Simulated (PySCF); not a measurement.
Species: C₃H₅FGe.
SMILES with atom numbers: `[CH:1]#[C:2][GeH2:3][CH2:4][F:5]` (hydrogens: H6 on C1; H7, H8 on Ge3; H9, H10 on C4)

Computed with PBE0-D3(BJ)/def2-SVP geometry optimisation, gas phase (PySCF 2.14.0).

Q: What internal coordinates does the optimisation give?

A: 
```tsv
bond	length (bohr)
C1≡C2	2.299
C2–Ge3	3.597
Ge3–C4	3.723
C4–F5	2.598
C1–H6	2.034
Ge3–H7, Ge3–H8	2.902
C4–H9, C4–H10	2.084
```

Bonds in one row agree within 0.02 bohr and their mean is given. A selection of angles:
```tsv
angle	degrees
C2–C1–H6	179.8
C1–C2–Ge3	177.6
C2–Ge3–C4	106.9
C2–Ge3–H7	109.4
C4–Ge3–H7	110.3
H7–Ge3–H8	110.3
Ge3–C4–F5	109.7
Ge3–C4–H9	110.1
F5–C4–H9	109.6
H9–C4–H10	108.0
```

Torsions: C2–Ge3–C4–F5 180° (antiperiplanar).

Ge3 (germanium bonded to 2 C and 2 H) is tetrahedral (angles from 106.9° to 110.4°). The C–Ge distances run from 1.903 Å (C2–Ge3, drawn single) to 1.970 Å (Ge3–C4, drawn single), a spread of 0.067 Å. The 5 heavy atoms lie in one plane (0.001 Å rms).

Point group: Cs (every atom within 0.08 Å of its image). No frequency check. The numbers are those of one conformer.
